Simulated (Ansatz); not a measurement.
`CO[SiH](N)[SiH3]`. Charge 0, multiplicity 1. Geometry: relaxed with PBE0-D4/def2-TZVP. It is one conformer, not always the lowest.

```xyz
14

C    -0.186   -2.241    0.140
O    -0.311   -1.035    0.855
Si    0.495    0.342    0.429
N     0.404    1.540    1.638
Si   -0.423    1.249   -1.532
H     0.864   -2.534    0.022
H    -0.703   -3.025    0.696
H    -0.638   -2.169   -0.856
H     1.932   -0.019    0.251
H     0.922    1.448    2.497
H    -0.438    2.074    1.773
H     0.516    2.209   -2.172
H    -1.687    1.974   -1.215
H    -0.746    0.187   -2.525
```

(1) What is the dipole moment at r2SCAN/def2-TZVPP? (An estimate is asked.)

(2) And with PBE, B3LYP, ωB97M-V? (An estimate is asked.)

(3) Give the Mulliken charges with r2SCAN, B3LYP, PBE in def2-TZVPP. (Estimate.)

## Answers

(1) The calculation gave: 0.97 D, with components (0.04, -0.35, 0.90) D in this frame, pointing from negative to positive charge.

(2) The calculation gave: PBE 0.99 D, B3LYP 0.91 D, ωB97M-V 0.92 D.

(3) Computed: 
```tsv
atom	r2SCAN	B3LYP	PBE
C1	0.01	-0.12	-0.13
O2	-0.37	-0.36	-0.29
Si3	0.52	0.52	0.43
N4	-0.45	-0.40	-0.38
Si5	0.12	0.11	0.05
H6	0.05	0.09	0.09
H7	0.06	0.11	0.11
H8	0.05	0.09	0.09
H9	-0.11	-0.11	-0.10
H10	0.15	0.13	0.15
H11	0.16	0.14	0.15
H12	-0.07	-0.06	-0.05
H13	-0.07	-0.07	-0.05
H14	-0.07	-0.07	-0.05
```

B3LYP here is the variant with VWN-RPA as its local correlation; programs differ in this.
